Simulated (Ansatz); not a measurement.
The cluster Pd3O3⁻. Total charge -1; doublet. Geometry r2SCAN-D4/def2-SVPD, basis def2-TZVPD, Ansatz.

Cartesian coordinates in Å:
```
Pd 0.1538 -0.3459 0.2012
Pd 0.2548 1.4889 -1.5276
Pd -2.0064 1.7685 -0.5040
O 1.9328 -1.1212 0.2899
O 1.3506 -1.9390 1.1720
O -1.6856 0.1487 0.3685
```

```csv
run,HOMO (eV),LUMO (eV)
A,-1.17,1.39
B,-0.27,0.33
C,-0.30,0.45
D,-0.78,1.02
```

In the def2 sets Pd takes a core potential; there is no spin–orbit coupling. HSE06 is defined as in plane-wave codes, on full-range PBE exchange. The structure holds 1 bond(s) between oxygen atoms. No other spin state of charge -1 was run. Another isomer (doublet) lies 1.53 eV lower at PBE0-D4/def2-TZVPD; other spin states weren't run for this one.

HOMO and LUMO are taken over both spins.

The runs used HSE06, PBE, PBE0, r2SCAN. Estimate which is which.

A PBE0 (25 % exact exchange); B PBE (0 % exact exchange); C r2SCAN (0 % exact exchange); D HSE06 (range-separated). Exact exchange lowers occupied and raises empty levels; among semilocal functionals meta-GGAs tend to open the gap a little, and such runs are hard to tell apart. The gap grows from 0.60 eV (PBE) to 2.56 eV (PBE0).
